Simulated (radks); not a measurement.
Species: Ge II. Configuration: [Ar] 3d10 4s2 4p1 (the NIST ground configuration).

Calculated with a radial shooting solver on a logarithmic mesh with Libxc functionals: scalar-relativistic Kohn-Sham, exchange-only PBE, spin-polarised, spherical densities, finite nucleus; open shells are filled with parallel spins first; Fermi nuclear charge, rms radius 4.0742 fm.

Energy parts (eV):
part                   energy
total              -57064.395
kinetic             58134.794
electron-nucleus  -137331.505
Hartree             24248.705
exchange            -2116.388

Orbitals (lengths in bohr, moments of r in powers of bohr):
| orbital | occ. | eigenvalue (eV) | <r> |
|---|---|---|---|
| 1s up | 1 | -10970.12 | 0.04700 |
| 1s down | 1 | -10970.08 | 0.04700 |
| 2s up | 1 | -1379.707 | 0.2100 |
| 2s down | 1 | -1379.702 | 0.2100 |
| 2p up | 3 | -1206.777 | 0.1837 |
| 2p down | 3 | -1206.754 | 0.1837 |
| 3s up | 1 | -176.1178 | 0.6244 |
| 3s down | 1 | -176.0802 | 0.6243 |
| 3p up | 3 | -123.3154 | 0.6474 |
| 3p down | 3 | -123.2671 | 0.6471 |
| 3d up | 5 | -37.1138 | 0.7381 |
| 3d down | 5 | -37.0015 | 0.7344 |
| 4s up | 1 | -19.4727 | 2.046 |
| 4s down | 1 | -18.3548 | 2.038 |
| 4p up | 1 | -10.9938 | 2.595 |
| 4p down | 0 | -9.8393 | 2.629 |
| 5s up | 0 | -4.6987 | 5.548 |

The highest occupied level is 4p up at -10.994 eV. Summed over all electrons, <r^2> = 28.60 bohr^2, which gives a Langevin (diamagnetic) susceptibility term of -22.7 x 10^-6 cm^3/mol. The spin density at the nucleus is -0.5762 e/bohr^3 (1s -0.0621, 2s 0.0371, 3s -0.0170, 4s -0.5342). The electron density at the nucleus is 3.21e+04 e/bohr^3 (large components only). The density falls to 0.001 e/bohr^3 at r = 3.97 bohr. Spin moment in Bohr magnetons: 1. For comparison, the ionisation energy in NIST's Atomic Spectra Database is 15.935 eV (measured). In exact Kohn-Sham theory the highest level is minus the ionisation energy, but local and semilocal functionals leave it too shallow, through self-interaction and a potential that decays too fast; potentials with the right tail come closer.
